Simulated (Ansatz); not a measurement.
Diatomic GeS, closed-shell singlet (the spin of the measured ground state). No spin–orbit coupling. Ge is treated without relativity.

Seven points along R, fitted to fifth degree in 1/R; most abundant isotopes. In def2 and cc sets the state is the lowest found near the PBE0 minimum, followed along R. The singlet is held restricted.

The values were computed with Ansatz (Gaussian orbitals). Each number belongs to the level named beside it.

Energies at SVWN5/def2-TZVPP:

```tsv
R (Å)	E (hartree)
1.873354	-2470.72490117
1.923713	-2470.73260924
1.970043	-2470.73634224
2.022417	-2470.73742634
2.074790	-2470.73584263
2.135221	-2470.73143069
2.205723	-2470.72367093
```

With a reduced mass of 22.3188 u, find the minimum, the force constant and the constants.

A fifth-degree polynomial in 1/R puts the minimum at r_e = 2.0156 Å with force constant 436 N/m. Then ω_e = (1/2πc)√(k/μ) = 576 cm⁻¹ and B_e = h/(8π²cμr_e²) = 0.1859 cm⁻¹; the cubic and quartic terms give α_e = 0.00071 and ω_e x_e = 1.5 cm⁻¹.

Ansatz is a program for electronic structure.
